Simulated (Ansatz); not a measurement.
Li4H5⁻, relaxed as a singlet with RKS PBE0-D4/def2-TZVPD in Ansatz, starting from the GFN1-xTB geometry. Force threshold 0.02 eV/Å.

The structure comes from a short search, and lower isomers may exist.

Start:

Cartesian coordinates in Å:
```
Li -0.718 0.540 -1.202
Li 0.569 -0.082 1.381
Li -1.631 -0.778 0.543
Li 1.675 0.713 -0.577
H 0.836 0.437 -1.991
H -0.487 -1.462 1.571
H -2.025 -0.635 -1.083
H -0.461 1.248 0.527
H 2.241 0.019 0.830
```

Question: Estimate the energy that the relaxation releases and the steps that it takes.

Answer: 40.7 kJ/mol, in 5 steps; 3.4 s on 4 threads of Arm Neoverse V2 on a shared host. No frequencies were taken in this run, so the end may be a saddle point.

Question: Does the start keep its bonding?

Answer: Bonds formed: Li3–H8, Li4–H8 (atoms count from 1). The end is the same structure that another start reached, the lowest one found.

Question: Predict the relaxed structure.

Answer: 
| atom | x (Å) | y (Å) | z (Å) |
| --- | --- | --- | --- |
| Li1 | -0.7591 | 0.4450 | -1.5267 |
| Li2 | 0.7185 | -0.3226 | 1.5763 |
| Li3 | -1.5327 | -0.6686 | 0.5611 |
| Li4 | 1.4982 | 0.7732 | -0.5188 |
| H5 | 0.8541 | 0.8721 | -2.1928 |
| H6 | -0.6984 | -1.3423 | 2.0024 |
| H7 | -2.1967 | -0.5472 | -1.1040 |
| H8 | -0.2192 | 0.6617 | 0.2681 |
| H9 | 2.3354 | 0.1287 | 0.9345 |
Bond lengths (bridged metal pairs left out): 12 × H–Li 1.80 to 1.89 Å.
